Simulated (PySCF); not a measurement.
**Löwdin shares of the frontier orbitals**

Species: C4F2O2.
Atom-mapped SMILES: `[O:1]=[C:2]([F:3])[C:4]#[C:5][C:6](=[O:7])[F:8]`

Geometry (GFN2-xTB, Å), atoms numbered from 1 in this order:
```
atom  x, y, z in Å
O1     2.6094    1.1558    1.0333
C2     1.9360    0.6360    0.2199
F3     2.3909    0.3987   -1.0306
C4     0.5812    0.1717    0.3523
C5    -0.5567   -0.2076    0.4820
C6    -1.9043   -0.6849    0.6403
O7    -2.2623   -1.7524    0.9832
F8    -2.7853    0.2920    0.3298
```

Method used: TDDFT B3LYP/def2-SVPD, vertical, gas phase, core orbitals frozen in the response in PySCF 2.14.0, density-fitted response routines.

Kohn–Sham orbitals with the atoms that hold most of them (Löwdin shares over 4%, at most four atoms; ? is withheld):

```
orbital  ε (eV)                           atoms
 LUMO+2   -0.07  C5 20%, C4 20%, C2 18%, C6 18%
 LUMO+1   -3.26  C5 19%, C4 19%, C2 14%, C6 14%
   LUMO   -3.27  C4 19%, C5 19%, C6 14%, C2 14%
   HOMO   -9.77                               ?
 HOMO-1   -9.80  C5 23%, C4 23%, O1 21%, O7 21%
 HOMO-2  -10.56  O7 20%, O1 20%, C5 19%, C4 19%
 HOMO-3  -10.65  O1 23%, O7 23%, C5 16%, C4 16%
```

**Question.** Give the leading atoms of the HOMO.

**Answer.** O7 (bonded to C) 23%; O1 (bonded to C) 23%; C4 (bonded to 2 C) 21%; C5 (bonded to 2 C) 21%. By element: oxygen 46%, carbon 41% or more.

**Question.** The HOMO–LUMO gap is 6.49 eV. Where does the response calculation put the lowest singlet, and from which orbitals?

**Answer.** S1 is at 4.89 eV (f = 0.0000), 1.60 eV below the gap, made of HOMO→LUMO+1 (52%), HOMO-1→LUMO (46%). 

Next come S2 at 4.95 eV (f 0.0001), HOMO→LUMO (51%), HOMO-1→LUMO+1 (46%); S3 at 5.34 eV (f 0.0003), HOMO-1→LUMO (51%), HOMO→LUMO+1 (46%); S4 at 5.74 eV (f 0.0000), HOMO-2→LUMO+1 (54%), HOMO-3→LUMO (43%); S5 at 5.76 eV (f 0.0007), HOMO-2→LUMO (57%), HOMO-3→LUMO+1 (38%).

Löwdin shares depend on the basis, the more so with diffuse functions.

Cost: about 50 s of CPU time on one thread; the machine was shared, so the figure is rough.
